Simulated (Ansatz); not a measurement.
Reaction (formal exchange of groups at the Si–O bond): `[SiH3][O][SnH2][Cl]` + `[Cl][GaH][Cl]` → `[SiH3][Ga]([Cl])[Cl]` + `[OH][SnH2][Cl]`

Isolated molecules relaxed with PBE0-D4/def2-TZVP in Ansatz; ΔE leaves out vibrations. CBS: MP2 limit from def2 TZ/QZ plus the TZ coupled-cluster correction, frozen cores. Functionals use def2-TZVPP. def2 core potentials past Kr. For Ga, Sn outer-core shells are correlated without core-valence functions, which leaves a few kJ/mol of doubt a bond. Scalar relativity is left out up to krypton. Each species was taken in one conformer, which may not be the lowest.

CCSD(T)/CBS gives +73.8 kJ/mol.

(1) Another level gave +79.7 kJ/mol. Which?
A. MP2/def2-TZVPP
B. revPBE-D4/def2-TZVPP
C. PBE0/def2-TZVPP
D. LC-ωPBE/def2-TZVPP

Largest T1 diagnostic among the species: 0.013.

## Answers

(1) A. MP2/def2-TZVPP 79.7, LC-ωPBE 69.4, PBE0 56.4, revPBE-D4 48.8 kJ/mol.

From PBE to PBE0 (25 % exact exchange), in def2-TZVPP and without D4, ΔE moves by +10.6 kJ/mol. Leaving LDA and LC-ωPBE aside and taking each functional with its dispersion term where it has one, the values, not all of them listed here, spread over 35.5 kJ/mol, from PBE-D4 to BHLYP-D4. LDA lies +6.3 kJ/mol from PBE without D4.
